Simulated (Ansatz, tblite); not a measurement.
Cost and result up the ladder for `CN(C)c1ccc(-c2ccc(-c3ccc(-c4ccc(C#N)s4)s3)s2)s1` (39 atoms). The state is a singlet with charge 0. Geometry: PBE-D4/def2-SVP.

```xyz
39

C     2.654   -3.725    5.712
N     1.234   -3.574    5.463
C     0.298   -4.492    6.081
C     0.810   -2.867    4.366
C    -0.477   -2.791    3.819
C    -0.543   -1.918    2.705
C     0.670   -1.329    2.359
C     0.983   -0.410    1.300
C     2.178    0.272    1.039
C     2.121    1.100   -0.103
C     0.881    1.081   -0.748
C     0.472    1.804   -1.923
C     1.170    2.798   -2.620
C     0.471    3.294   -3.740
C    -0.779    2.700   -3.932
C    -1.764    2.950   -4.952
C    -3.016    2.348   -5.132
C    -3.724    2.842   -6.249
C    -3.025    3.831   -6.944
C    -3.424    4.542   -8.098
N    -3.751    5.138   -9.059
S    -1.470    4.146   -6.195
S    -1.070    1.493   -2.692
S    -0.220   -0.001    0.091
S     1.942   -1.879    3.452
H     3.158   -2.735    5.666
H     2.810   -4.133    6.728
H     3.158   -4.397    4.977
H     0.738   -4.889    7.015
H    -0.643   -3.966    6.345
H     0.035   -5.351    5.419
H    -1.337   -3.343    4.213
H    -1.471   -1.715    2.150
H     3.067    0.167    1.677
H     2.966    1.704   -0.462
H     2.159    3.158   -2.307
H     0.859    4.081   -4.403
H    -3.398    1.567   -4.460
H    -4.720    2.499   -6.558
```

Ansatz on 2 threads of AMD EPYC 7R13 on a shared host and a share (18 GiB) of an NVIDIA H100 80GB HBM3; xTB runs through tblite on one thread. Times are rough, summed over both states, and most runs start from the orbitals of an earlier one. PBE0-D4/def2-TZVP serves as the yardstick here, not as an exact answer. The other state is a doublet.

The xTB rows come from tblite. Single mean-field runs in def2-TZVP are fitted with def2-universal-jkfit.

Raw xTB energies of ions are shifted by several eV.

| level | functions | wall time |
| --- | --- | --- |
| GFN2-xTB | 134 | 0.21 s |
| GFN1-xTB | 148 | 0.23 s |
| PBE-D4/def2-TZVP (with forces) | 883 | 38 s |
| r2SCANh-D4/def2-TZVP (with forces) | 883 | 43 s |
| PBE0-D4/def2-TZVP | 883 | 45 s |

Estimate what each level gives for the vertical IE (eV).


```json
{"level": "GFN2-xTB", "vertical IE (eV)": "11.09", "difference from PBE0-D4/def2-TZVP (eV)": "4.91"}
{"level": "GFN1-xTB", "vertical IE (eV)": "11.70", "difference from PBE0-D4/def2-TZVP (eV)": "5.51"}
{"level": "PBE-D4/def2-TZVP (with forces)", "vertical IE (eV)": "6.00", "difference from PBE0-D4/def2-TZVP (eV)": "-0.18"}
{"level": "r2SCANh-D4/def2-TZVP (with forces)", "vertical IE (eV)": "6.09", "difference from PBE0-D4/def2-TZVP (eV)": "-0.09"}
{"level": "PBE0-D4/def2-TZVP", "vertical IE (eV)": "6.19", "difference from PBE0-D4/def2-TZVP (eV)": "0.00"}
```
